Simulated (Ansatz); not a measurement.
System: C2H5Se, charge 0, doublet. C2H5Se (SMILES CC[Se], doublet).
B3LYP-D3(BJ)/def2-TZVP minimum from Ansatz (a first-principles code):
```
C
H 1 1.0922
H 1 1.0922 2 106.33
C 1 1.5187 2 112.13 3 122.88
H 4 1.0903 1 111.12 2 -179.75
H 4 1.0903 5 107.81 1 121.99
H 4 1.0939 5 108.17 6 116.75
Se 1 1.9624 2 105.32 3 -111.45
```
Charge 0, spin multiplicity 2.

Total energies in cc-pVDZ, 19 correlated electrons, 16 frozen orbitals. UHF or UKS for unpaired electrons; spin-orbit terms are left out. Correlated methods leave the cores frozen (noble-gas shells, and filled d and f shells in the p block). No relativity.

| method | program | energy (Eh) | minus CCSDT(Q) (mEh) |
|---|---|---|---|
| HF | Ansatz | -2478.45036 | 441.60 |
| MP2 | Ansatz | -2478.83439 | 57.56 |
| CCSD | Ansatz | -2478.87853 | 13.43 |
| CCSD(T) | Ansatz | -2478.89038 | 1.57 |
| CCSDT(Q) | Ansatz | -2478.89195 | 0.00 |

Rough core times of Ansatz's runs on a shared machine: CCSD(T) 20 s, CCSDT(Q) 7 min.
